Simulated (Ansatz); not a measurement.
The same path of BrH + ClH5N2OZr (12 atoms, charge 0, multiplicity 1) was run twice with different band settings. Lost on the way: Zr1–Cl2, Br11–H12. Made: Zr1–Br11, Cl2–H12.

The calculation used RHF/def2-SVP in Ansatz.

Relaxed end points:

```xyz
12
Properties=species:S:1:pos:R:3
Zr 0.152 -0.056 -0.141
Cl 0.150 0.130 2.302
O 1.943 -0.355 -0.765
H 2.831 -0.340 -1.075
N -0.653 1.659 -0.897
H -1.481 1.724 -1.464
H -0.284 2.587 -0.775
N -1.016 -1.598 -0.756
H -1.981 -1.720 -0.493
H -0.732 -2.392 -1.303
Br -3.849 -0.417 2.217
H -2.540 -0.174 2.689
```

```xyz
12
Properties=species:S:1:pos:R:3
Zr -0.658 -0.556 -0.210
Cl 0.113 1.988 2.874
O 1.200 -0.892 0.123
H 2.104 -0.838 0.376
N -1.053 1.372 -0.727
H -1.476 1.704 -1.577
H -0.811 2.167 -0.160
N -1.220 -1.713 -1.780
H -2.153 -1.780 -2.152
H -0.634 -2.363 -2.276
Br -2.088 -1.162 1.906
H -0.784 1.120 3.141
```

Common settings: spring 5.0 eV/Å²; optimiser quadratic models (default); start path through a guess of the saddle point; force threshold 0.03 eV/Å; iteration limit 60; end points relaxed.

| run | movable images | climbing image |
| --- | --- | --- |
| 1 | 7 | yes |
| 2 | 4 | no |

(1) What does each run give, and how far can it be trusted?

## Answers

(1) Run 1: converged after 33 iterations, highest image 0.806 eV above the first end. A vibrational analysis at the climbing image gives one clearly imaginary mode, 1013i cm⁻¹: a first-order saddle point.
Run 2: converged after 27 iterations, highest image 0.496 eV above the first end. No image climbed, so the highest image needn't sit at the top of the path. A band with more images between the same ends climbed to 0.81 eV, so this one has probably stepped over the top.
The orbitals stay closed-shell, which can raise the energy where a bond breaks towards radicals; this wasn't checked here.
